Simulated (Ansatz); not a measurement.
Relative stability

The two ends of one reaction step of SnH$_{6}$O, singlet (PBE0-D4/def2-TZVP).

A:

```
atom    x (Å)    y (Å)    z (Å)
 Sn1  -0.5781  -0.1758  -1.1796
  H2   0.3405   0.7617   3.1771
  H3  -0.4402  -1.4879  -2.2654
  H4  -2.0085  -0.2243  -0.2662
  H5  -0.3551   1.3131  -1.9879
  H6   0.4933   0.4789   2.5005
  O7   0.8294  -0.3558   0.1894
  H8   1.7186  -0.3097  -0.1678
```

B:

Sn1  (-1.152, 0.282, -0.404)
H2  (-1.148, -0.042, 1.270)
H3  (-0.837, -1.122, -1.308)
H4  (-2.718, 0.848, -0.814)
H5  (-0.045, 1.523, -0.778)
H6  (1.778, -0.790, 1.384)
O7  (1.733, -0.682, 0.431)
H8  (2.391, -0.016, 0.219)
(Å)

Computed with Ansatz 0.2.0 (basis: def2-TZVPP); correlated methods freeze the cores. Filled d shells of the heavier atoms are correlated. Core potentials replace the inner electrons of the atoms past krypton. The def2 sets are not built for correlating such inner shells, so the correlated values are less sure here. B3LYP uses VWN-RPA correlation.

Q: Which structure is lower at CCSD(T), and by how much? (Judge from chemistry; the value comes from the calculation.)

A: The calculation gives: B, by 0.177 eV (electronic energy, against the other). By their contacts, A is a complex of SnH₄O ([OH][SnH3]) + H₂ and B is a complex of SnH₄ + H₂O.

All methods give the same order:

```
      method  E(B) − E(A) (eV)
       SPW92            -0.283
      PBE-D4            -0.140
     BLYP-D4            -0.048
   r2SCAN-D4            -0.120
      B97M-V            -0.198
     PBE0-D4            -0.215
    B3LYP-D4            -0.124
  r2SCAN0-D4            -0.197
    BHLYP-D4            -0.188
CAM-B3LYP-D4            -0.156
     wB97X-V            -0.150
     wB97M-V            -0.184
      B2PLYP            -0.108
    PBE-QIDH            -0.199
  RPA on PBE            -0.148
          HF            -0.229
         MP2            -0.110
        CCSD            -0.211
     CCSD(T)            -0.177
```

The T1 diagnostic stays at or below 0.014.

Labels in which every atom is bracketed show which atoms are joined, not bond orders.

For scale, one of the runs: CCSD(T)/def2-TZVPP, 165 basis functions, launched by `ansatz run in.yaml --threads 2 --pin off --events-out ev --progress --plain --max-ram 4352MiB`. Hardware: 2 CPU threads of an Arm Neoverse N1, shared host. Wall time 74 s; peak host memory 1.5 GiB.
